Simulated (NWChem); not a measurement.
Species: HSO$_{3}$ anion

```xyz
5

O      1.3882     0.2805     0.2440
S      0.0116     0.1836    -0.4021
O     -1.0173     1.0079     0.3355
O     -0.4039    -1.5046     0.0678
H      0.2638    -1.6798     0.7494
```
Atoms are numbered in this order, from 1.

Computed with NWChem. Pople sets run with spherical d functions. All runs use the structure optimised with B3LYP/def2-SVPD. Level: PBE0/6-31+G* with COSMO at NWChem's default radii, gas-phase geometry; rows give the dielectric constant. Reactions with the solvent are ignored.

For dielectric constant 25.0:

```yaml
electrostatic solvation energy (kcal/mol): -64.0
```

Problem. What are these values for dielectric constant 11.7?

Solution. 
| Property | Result |
|---|---|
| electrostatic solvation energy (kcal/mol) | -60.9 |
